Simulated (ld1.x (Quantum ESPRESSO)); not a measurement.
Pb (Z = 82): excitation energies, all-electron against PAW

* Element: Pb
* Generator: ld1.x (Quantum ESPRESSO) 7.5
* Type: PAW
* Functional: PBE
* Relativity: scalar-relativistic
* Frozen core: [Xe] 4f14
* Valence charge: 14
* Reference configuration: 5d10 6s2 6p2
* Partial waves: 6s (bound): rcut 1.60, rcutus 2.20 bohr; 6s channel at 0.7 Ry: rcut 1.60, rcutus 2.20 bohr; 6p (bound): rcut 2.70, rcutus 3.20 bohr; 6p channel at 0.55 Ry: rcut 2.70, rcutus 3.20 bohr; 5d (bound): rcut 1.85, rcutus 1.95 bohr; 5d channel at -1.1 Ry: rcut 1.85, rcutus 1.95 bohr
* Local potential: all-electron potential smoothed inside 2.00 bohr (lloc = -2)
* Core correction: Bessel-smoothed model core inside 2.00 bohr
* Augmentation charge: PSQ, inside the norm-conserving radii

Energies are relative to the spin-unpolarised reference configuration 5d10 6s2 6p2; without spin polarisation the order of configurations can differ from experiment.

```tsv
valence configuration	charge	ΔE all-electron (eV)	error AE − PS (meV)
5d10 6s2 6p1	+1	6.575	-3.0
5d10 6s2 6p0	+2	20.020	-9.6
5d10 6s1 6p0	+3	52.430	-27
5d9 6s2 6p3	0	19.325	-23
5d10 6s2 6p2.3	-0.3	-0.799	+0.3
5d10 6s2 6p1.5	+0.5	2.492	-1.0
```

(1) What are ΔE and the potential's error for 5d10 6s1 6p3?

Levels in the configuration 5d10 6s1 6p0:

```tsv
level	all-electron (eV)	pseudo (eV)
5d	-49.435	-49.467
6s	-37.489	-37.499
```

Answers

(1) ΔE = 8.736 eV all-electron; the error (AE − PS) is -1.6 meV.
